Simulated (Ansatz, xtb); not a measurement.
# Relative energy of two isomers of C6H7ClO

Structure a is `C/C(O)=C\C1(Cl)C=C1`, a singlet and structure b is `CC(=O)CC1(Cl)C=C1`, a singlet. Both are isolated molecules in the gas phase, relaxed with PBE0-D3(BJ)/def2-SVP; the shapes shown needn't be the lowest conformers.

a (Å):

```tsv
atom	x (Å)	y (Å)	z (Å)
C	-0.8244	-0.1333	1.6400
C	-0.8295	0.8893	0.5522
C	-0.5422	0.6425	-0.7358
C	-0.1314	-0.6829	-1.2583
C	1.2011	-1.2956	-1.0909
C	0.9013	-0.8762	-2.2883
Cl	-1.5479	-1.8630	-1.3136
O	-1.1535	2.1510	0.9246
H	-0.0415	0.0893	2.3852
H	-0.6694	-1.1434	1.2440
H	-1.7958	-0.1310	2.1637
H	-1.3825	2.1577	1.8588
H	-0.6140	1.4711	-1.4461
H	1.8878	-1.7766	-0.3990
H	1.1498	-0.7484	-3.3389
```

b (Å):

| atom | x (Å) | y (Å) | z (Å) |
| --- | --- | --- | --- |
| C | -0.7678 | 0.3489 | 0.5181 |
| C | 0.4741 | -0.4873 | 0.6258 |
| C | 0.6721 | -1.5790 | -0.4226 |
| C | 1.9156 | -1.2998 | -1.2367 |
| C | 2.8940 | -2.2929 | -1.6969 |
| C | 3.2831 | -1.4878 | -0.7450 |
| Cl | 1.5986 | 0.1536 | -2.3008 |
| O | 1.3123 | -0.3157 | 1.4777 |
| H | -0.8003 | 1.0917 | 1.3244 |
| H | -1.6656 | -0.2890 | 0.5500 |
| H | -0.7633 | 0.8496 | -0.4636 |
| H | -0.2002 | -1.6805 | -1.0845 |
| H | 0.8195 | -2.5276 | 0.1170 |
| H | 3.0950 | -3.1000 | -2.3972 |
| H | 4.0351 | -1.1203 | -0.0523 |

Quicker runs give these differences E(b) − E(a): GFN2-xTB −0.341 eV; HF/STO-3G −0.793 eV (at GFN2-xTB geometries); r2SCAN-D4/def2-SVP −0.597 eV (at GFN2-xTB geometries).

Question: Estimate E(b) − E(a) at the level CCSD(T)/def2-SVP + ΔMP2/def2-TZVPP.

Answer: Calculated at CCSD(T)/def2-SVP + ΔMP2/def2-TZVPP: E(b) − E(a) = −0.569 eV, so structure b lies lower.

Level by level:

```
                             level              geometry  E(b) − E(a) (eV)  departure from the last row (eV)  job, with rough time for the two
                          GFN2-xTB              GFN2-xTB              −0.341                            +0.227              optimisation, 0.74 s
                         HF/STO-3G              GFN2-xTB              −0.793                            −0.225               single point, 2.3 s
                r2SCAN-D4/def2-SVP              GFN2-xTB              −0.597                            −0.028                single point, 12 s
              PBE0-D3(BJ)/def2-SVP  PBE0-D3(BJ)/def2-SVP              −0.623                            −0.054             optimisation, 4.7 min
                       HF/def2-SVP  PBE0-D3(BJ)/def2-SVP              −0.800                            −0.231           part of the CCSD(T) run
                      MP2/def2-SVP  PBE0-D3(BJ)/def2-SVP              −0.728                            −0.160           part of the CCSD(T) run
                  CCSD(T)/def2-SVP  PBE0-D3(BJ)/def2-SVP              −0.731                            −0.163                      single point
CCSD(T)/def2-SVP + ΔMP2/def2-TZVPP  PBE0-D3(BJ)/def2-SVP              −0.569                                               single point, 5.1 min
```

As drawn, b has 1 C–C, 1 C=O, 1 C–H in place of 1 C–O, 1 C=C, 1 O–H.

None of the levels shown reverses the order. The largest departure from CCSD(T)/def2-SVP + ΔMP2/def2-TZVPP is that of HF/def2-SVP, 0.231 eV. The last row adds to CCSD(T) the change of the MP2 difference between the two basis sets, here +0.163 eV, a large step that makes the value less sure.

With thermal terms from frequencies at re-optimised GFN2-xTB minima (ideal gas, soft modes damped towards free rotors, one conformer each, 298.15 K, 1 atm): the zero-point term adds +0.021 eV; ΔH is −0.555 and ΔG −0.544 eV.

The correlated steps freeze 12 core orbitals. Codes used: Ansatz 0.2.0, xtb 6.7.1; the last row on 2 threads of Intel(R) Xeon(R) Processor @ 2.50GHz (Skylake/Cascade Lake) on a shared host.
